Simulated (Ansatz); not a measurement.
`C[N]([AlH2])[AlH2]` + CH₃NH₂ → `C[NH][AlH2]` + `C[NH][AlH2]` at 400 K and 1 bar (ligand exchange at the Al–N bond).

Computed with Ansatz on PBE0-D4/def2-TZVP structures; ΔE is electronic, products minus reactants. CCSD(T)/CBS is the MP2 limit (def2-TZVPP, def2-QZVPP) plus CCSD(T) − MP2 in def2-TZVPP, frozen cores.

| species | CCSD(T)/CBS energy (Eh) | H − E (kJ/mol) | S (J/(mol·K)) |
| --- | --- | --- | --- |
| `C[N]([AlH2])[AlH2]` | -581.02164 | 221.5 | 391.4 |
| CH₃NH₂ | -95.75281 | 185.4 | 256.0 |
| `C[NH][AlH2]` | -338.38977 | 203.1 | 318.3 |
| `C[NH][AlH2]` | -338.38977 | 203.1 | 318.3 |

H − E and S are ideal-gas, rigid-rotor, harmonic terms from PBE0-D4/def2-TZVP. 1 Eh = 2625.50 kJ/mol, R = 8.31446 J/(mol·K).

Problem. By hand: ΔE, ΔH, ΔS and ΔG.

Solution. ΔE = (-338.38977) + (-338.38977) − (-581.02164) − (-95.75281) = -0.00509 Eh = -13.4 kJ/mol. Δ(H − E) = 203.1 + 203.1 − 221.5 − 185.4 = -0.7, so ΔH = -14.1 kJ/mol. ΔS = 318.3 + 318.3 − 391.4 − 256.0 = -10.8 J/(mol·K). ΔG = -14.1 − 400 × (-10.8)/1000 = -9.8 kJ/mol.

Problem. By hand: the equilibrium constant, and the temperature at which ΔG would vanish if ΔH and ΔS stayed fixed.

Solution. log₁₀ K = −ΔG/(RT ln 10) = 1.3. ΔG = 0 at ΔH/ΔS = 1306 K, though so small a ΔS makes that figure unsure.

The number of gas molecules stays the same, so ΔS is small and ΔH decides. A doubt of 5 kJ/mol in ΔE shifts log₁₀ K by 0.7 here. Modes under 60 cm⁻¹, often nearly free rotors, make the harmonic entropy too high. These are equilibria of isolated gas molecules and say nothing of rates. Largest T1 diagnostic: 0.012 (customary marks: 0.02 for closed shells, 0.045 for open ones).
